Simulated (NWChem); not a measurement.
System: Si₂NH₇O; SMILES [Si@@H]([SiH3])(N)O

NWChem input:

```
start job
memory heap 200 mb stack 900 mb global 1100 mb
geometry units angstroms noautosym nocenter noautoz
  N     -1.420757     1.244984    -0.301769
  Si     0.026013     0.573106     0.355690
  O      1.389709     1.283485    -0.319148
  Si     0.016668    -1.744497    -0.051398
  H     -1.728377     2.158093     0.013855
  H     -1.630872     1.119966    -1.285323
  H     -0.031631     0.855666     1.819418
  H      2.238227     0.856204    -0.132358
  H     -0.266636    -2.037022    -1.487108
  H     -1.014394    -2.436268     0.772536
  H      1.340291    -2.357518     0.270554
end
basis spherical
  * library 6-31g*
end
dft
  xc b3lyp
  iterations 150
end
cosmo
  do_cosmo_smd true
  solvent toluene
end
task dft energy
```

Geometry: optimised at B3LYP/6-31G* (spherical d). Solvent: toluene.

Level: B3LYP/6-31G* with SMD (1 M gas to 1 M solution), gas-phase geometry. Reactions with the solvent are ignored.

Task: Give the results of this calculation. (B3LYP/6-31G* (spherical d), SMD on the gas-phase geometry.) Quantities: solvation free energy (kcal/mol); cavity-dispersion-structure term (kcal/mol); dipole in solution (D).

Result: 
- solvation free energy (kcal/mol): -3.4
- cavity-dispersion-structure term (kcal/mol): 0.0
- dipole in solution (D): 0.77
